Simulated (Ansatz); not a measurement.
Reaction (isomerisation): `C=N[CH]([AlH2])[SiH3]` → `N=[CH][AlH][CH2][SiH3]`

Computed with Ansatz on PBE0-D4/def2-TZVP structures; ΔE is electronic, products minus reactants. CCSD(T)/CBS is the MP2 limit (def2-TZVPP, def2-QZVPP) plus CCSD(T) − MP2 in def2-TZVPP, frozen cores. Functionals use def2-TZVPP. B3LYP here is the variant with VWN-RPA as its local correlation; programs differ in this. Each species was taken in one conformer, which may not be the lowest.

| level | ΔE (kJ/mol) | difference from CCSD(T)/CBS |
| --- | --- | --- |
| PBE-D4 | -55.8 | 10.3 |
| PBE0-D4 | -59.0 | 7.1 |
| ωB97X-V | -61.2 | 4.9 |
| PBE | -59.7 | 6.4 |
| r2SCAN | -61.9 | 4.2 |
| PBE0 | -62.3 | 3.8 |
| B3LYP | -63.7 | 2.4 |
| MP2/def2-TZVPP | -62.9 | 3.2 |
| MP2/def2-QZVPP | -63.4 | 2.7 |
| HF/CBS(def2) | -67.9 | -1.8 |
| CCSD(T)/CBS | -66.1 | 0 |

Largest T1 diagnostic among the species: 0.012.

The D4 term adds +6.4 kJ/mol with B3LYP and +3.4 kJ/mol with PBE0; it sums over pairs of atoms, weighted by their polarisabilities, and B3LYP, whose exchange is more repulsive, gets the larger term.

CCSD(T)/CBS has its own doubt, a few kJ/mol and more with outer-core shells, so smaller differences from it don't rank the levels.
